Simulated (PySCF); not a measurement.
Calculation: TPSSh-D3(BJ)/def2-TZVP // BP86-D3(BJ)/def2-SVP in PySCF 2.14.0. All species are isolated molecules in the gas phase. One relaxed conformer stands for a flexible species; it need not be the lowest. 

Reference species: [W(=O)2(NH2)2] (neutral, multiplicity 1).

```json
{
 "mean_distance_from_the_central_atom_to_its_bonded_neighbours": "1.849 Å",
 "LUMO": "-1.86 eV"
}
```

Changed species: [Mo(=O)(NH2)4] (M = Mo, oxo; the reference has M = W, dioxo).

Task: Give the shifts of the mean distance from the central atom to its bonded neighbours and LUMO.

Result: the mean distance from the central atom to its bonded neighbours increases by 0.084 Å, to 1.933 Å; the LUMO drops by 0.64 eV, to -2.50 eV.
